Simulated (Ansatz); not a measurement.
Input file for Ansatz (a first-principles code): U-PBE/cc-pV(T+d)Z on H4OSi (SMILES O[SiH3]), a point of a bond scan (R = 1.322 Å). Files ending in .json are basis or fitting sets from the Basis Set Exchange.

Ansatz 0.2 input:
```yaml
crystal:
  periodic: [false, false, false]
  atoms:
    - {symbol: O, position_ang: [0.72917314, -0.24184672, -0.18658020]}
    - {symbol: Si, position_ang: [-0.50881883, 0.12973854, 0.09205040]}
    - {symbol: H, position_ang: [1.45257010, 0.18394852, 0.27908254]}
    - {symbol: H, position_ang: [-0.84295262, -0.10662565, 1.51863737]}
    - {symbol: H, position_ang: [-1.37924119, -0.69223322, -0.77093301]}
    - {symbol: H, position_ang: [-0.72577971, 1.56941136, -0.19593207]}
basis:
  gaussian:
    orbitals: cc-pV_T+d_Z.json
hamiltonian:
  xc: {name: PBE}
magnetization: {spin_polarized: true, initial_magnetization: 0}
```

The head of its log:

```
WARN ansatz: RAYON_NUM_THREADS=2 ignored (pool sized by the plan → 2); use --threads N
Functional definition: PBE
integrals: 0.03 GiB planned
705 factors; their error is unknown
mean field: 0.40 GiB planned
mean field evaluation 1: about -9974.7642 eV, gradient 4.9e1 eV
mean field evaluation 2: about -9954.6606 eV, gradient 8.8e1 eV
```

Task: Give the final energy of this run.

Result: -366.8323 hartree.
